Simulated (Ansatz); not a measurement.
Born–Oppenheimer molecular dynamics of GeH4 + H2 (7 atoms, charge 0, multiplicity 1). It goes on from the last frame of an earlier run, with new velocities.

Computed with Ansatz, RKS PBE-D4/def2-SVP.

```yaml
ensemble: NVT, Langevin thermostat
time_step: 0.5 fs
steps_asked: 250
set_temperature: 50 K
friction: 0.02 /fs
temperature_schedule: 62 steps to 50 K, then 188 steps to 100 K
seed: 444453
```

Frames 2.5 fs apart, positions in Å, forces in eV/Å.

Velocities at 20.0 fs (Å/ps):

```
H 0.91 -1.14 0.39
H -2.62 -5.34 1.69
Ge -0.57 0.20 0.08
H 7.19 -4.25 6.83
H 1.09 6.14 12.63
H -2.57 1.88 4.34
H -7.97 -8.84 -14.89
```

```xyz
7
Properties=species:S:1:pos:R:3:forces:R:3 time_fs=20.0 energy_less_start_eV=-0.004 T=45
H -0.175 -0.332 -2.468 -0.30 -0.39 0.29
H -0.587 -0.874 -2.074 0.30 0.40 -0.29
Ge 0.039 0.003 1.156 -0.15 -0.06 -0.32
H 0.174 0.040 2.692 -0.03 -0.01 0.11
H 1.333 0.559 0.517 0.06 -0.04 0.00
H -1.135 0.923 0.692 0.10 -0.20 0.11
H -0.189 -1.470 0.669 0.01 0.30 0.12
7
Properties=species:S:1:pos:R:3:forces:R:3 time_fs=22.5 energy_less_start_eV=0.005 T=34
H -0.184 -0.346 -2.462 -0.03 -0.03 0.02
H -0.586 -0.877 -2.076 0.03 0.04 -0.03
Ge 0.037 0.003 1.157 -0.22 -0.31 -0.14
H 0.186 0.029 2.707 -0.09 -0.05 -0.14
H 1.336 0.572 0.545 0.09 -0.04 -0.07
H -1.141 0.928 0.707 0.12 -0.20 0.11
H -0.208 -1.480 0.638 0.10 0.60 0.25
7
Properties=species:S:1:pos:R:3:forces:R:3 time_fs=25.0 energy_less_start_eV=0.000 T=41
H -0.196 -0.363 -2.457 0.23 0.31 -0.23
H -0.591 -0.879 -2.072 -0.23 -0.30 0.22
Ge 0.035 0.003 1.157 -0.06 -0.18 0.11
H 0.188 0.016 2.714 -0.10 -0.07 -0.24
H 1.342 0.586 0.568 0.03 -0.07 -0.09
H -1.142 0.926 0.734 0.03 -0.09 0.05
H -0.222 -1.458 0.626 0.10 0.40 0.19
7
Properties=species:S:1:pos:R:3:forces:R:3 time_fs=27.5 energy_less_start_eV=-0.004 T=49
H -0.194 -0.370 -2.465 -0.24 -0.29 0.23
H -0.611 -0.892 -2.058 0.24 0.30 -0.24
Ge 0.032 0.004 1.157 0.34 0.21 0.26
H 0.183 -0.001 2.704 -0.07 -0.07 -0.08
H 1.346 0.603 0.581 -0.09 -0.12 -0.06
H -1.142 0.907 0.764 -0.21 0.15 -0.07
H -0.225 -1.415 0.630 0.03 -0.19 -0.05
7
Properties=species:S:1:pos:R:3:forces:R:3 time_fs=30.0 energy_less_start_eV=0.012 T=23
H -0.200 -0.384 -2.455 -0.07 -0.08 0.06
H -0.622 -0.894 -2.057 0.07 0.09 -0.07
Ge 0.029 0.004 1.157 0.45 0.60 0.21
H 0.173 -0.020 2.685 -0.03 -0.06 0.25
H 1.345 0.610 0.593 -0.11 -0.09 -0.07
H -1.154 0.893 0.785 -0.28 0.25 -0.11
H -0.221 -1.383 0.630 -0.04 -0.70 -0.26
7
Properties=species:S:1:pos:R:3:forces:R:3 time_fs=32.5 energy_less_start_eV=0.002 T=37
H -0.207 -0.393 -2.445 0.19 0.23 -0.18
H -0.629 -0.893 -2.061 -0.19 -0.22 0.17
Ge 0.027 0.004 1.157 0.13 0.44 0.05
H 0.164 -0.036 2.680 0.00 -0.07 0.33
H 1.335 0.612 0.594 -0.03 -0.04 -0.11
H -1.177 0.898 0.806 -0.09 0.11 -0.09
H -0.222 -1.391 0.611 -0.01 -0.45 -0.17
7
Properties=species:S:1:pos:R:3:forces:R:3 time_fs=35.0 energy_less_start_eV=-0.006 T=47
H -0.208 -0.387 -2.441 -0.04 -0.04 0.03
H -0.640 -0.898 -2.058 0.04 0.05 -0.04
Ge 0.024 0.005 1.157 -0.15 -0.03 -0.14
H 0.154 -0.051 2.688 0.03 -0.09 0.20
H 1.332 0.611 0.586 -0.09 -0.03 -0.07
H -1.205 0.902 0.832 0.14 -0.04 -0.07
H -0.223 -1.422 0.578 0.07 0.17 0.09
7
Properties=species:S:1:pos:R:3:forces:R:3 time_fs=37.5 energy_less_start_eV=0.009 T=39
H -0.213 -0.390 -2.441 -0.05 -0.05 0.03
H -0.646 -0.899 -2.057 0.05 0.06 -0.05
Ge 0.020 0.005 1.157 -0.23 -0.33 -0.11
H 0.143 -0.072 2.705 0.05 -0.07 -0.09
H 1.328 0.611 0.566 -0.17 -0.04 0.02
H -1.223 0.907 0.855 0.25 -0.14 -0.07
H -0.214 -1.446 0.550 0.10 0.57 0.27
7
Properties=species:S:1:pos:R:3:forces:R:3 time_fs=40.0 energy_less_start_eV=0.011 T=28
H -0.219 -0.399 -2.438 0.12 0.15 -0.12
H -0.652 -0.898 -2.058 -0.12 -0.14 0.10
Ge 0.017 0.005 1.158 -0.13 -0.41 0.11
H 0.138 -0.088 2.720 0.07 -0.05 -0.32
H 1.315 0.608 0.547 -0.15 0.00 0.07
H -1.225 0.902 0.876 0.16 -0.08 -0.11
H -0.203 -1.440 0.539 0.05 0.53 0.28
7
Properties=species:S:1:pos:R:3:forces:R:3 time_fs=42.5 energy_less_start_eV=-0.001 T=39
H -0.222 -0.403 -2.442 -0.06 -0.06 0.04
H -0.661 -0.900 -2.048 0.07 0.07 -0.06
Ge 0.013 0.004 1.159 0.02 -0.17 0.29
H 0.143 -0.102 2.719 0.09 -0.02 -0.30
H 1.301 0.601 0.531 -0.09 0.06 0.07
H -1.226 0.889 0.891 0.02 0.04 -0.14
H -0.192 -1.410 0.546 -0.04 0.08 0.10
7
Properties=species:S:1:pos:R:3:forces:R:3 time_fs=45.0 energy_less_start_eV=0.005 T=30
H -0.232 -0.408 -2.443 0.04 0.06 -0.05
H -0.667 -0.892 -2.040 -0.04 -0.05 0.03
Ge 0.010 0.004 1.161 0.08 0.23 0.26
H 0.150 -0.118 2.696 0.12 -0.01 0.03
H 1.287 0.590 0.522 0.02 0.15 0.04
H -1.227 0.879 0.897 -0.07 0.12 -0.15
H -0.186 -1.377 0.562 -0.15 -0.50 -0.16
7
Properties=species:S:1:pos:R:3:forces:R:3 time_fs=47.5 energy_less_start_eV=0.016 T=23
H -0.243 -0.408 -2.450 -0.05 -0.05 0.03
H -0.673 -0.893 -2.033 0.05 0.06 -0.05
Ge 0.007 0.004 1.164 0.04 0.29 0.00
H 0.158 -0.128 2.677 0.14 -0.01 0.38
H 1.276 0.580 0.515 0.11 0.20 0.00
H -1.226 0.878 0.897 -0.11 0.15 -0.13
H -0.189 -1.369 0.568 -0.18 -0.65 -0.24
```

Of the whole run (125 fs, mean temperature of the second half 55 K): The schedule's set-point averaged 83 K over the second half and the system 55 K, so it lags behind the ramp. A run of 0.12 ps of so small a system gives no equilibrium averages.

The run took 3 min on 1 thread of Arm Neoverse V1 (shared host), peak memory 0.085 GiB.
